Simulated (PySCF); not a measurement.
GaH2(vinyl), C₂H₅Ga.
Structure used (PBE0-D3(BJ)/def2-SVP), in Å, numbered top down from 1:
```
atom  x, y, z in Å
Ga1    0.8738    1.1632   -0.3624
H2     2.0859    1.5019   -1.3028
H3     0.2329    2.2522    0.5762
C4     0.0851   -0.6191   -0.2928
C5    -0.9462   -0.8788    0.5262
H6     0.4598   -1.4438   -0.9134
H7    -1.3760   -0.1063    1.1762
H8    -1.4153   -1.8693    0.5929
```

Computed with delta-SCF UKS SCAN, pcX-2 on the ionised atom, pcseg-1 elsewhere, spin-free X2C in PySCF 2.14.0. Every row has its own mixed basis.

```
ionised atom  basis functions  E(ground) (Eh)  binding energy (eV)
          C4              111     -2019.11884              290.040
          C5              111     -2019.11757              290.651
```

Question: Fill in the total energy of each core-ionised state.

Answer: With binding energy = E(ionised) − E(ground) and 27.2114 eV a hartree:

| atom | binding energy (Eh) | E(ionised) (Eh) |
| --- | --- | --- |
| C4 | 10.6588 | -2008.4601 |
| C5 | 10.6812 | -2008.4363 |

Lowest listed C 1s: C4, bonded to C, H and Ga. Highest, 0.61 eV above it: C5, bonded to C and 2 H.

Only 1s holes are shown. Isolated species at its PBE0-D3(BJ)/def2-SVP geometry (one conformer only).
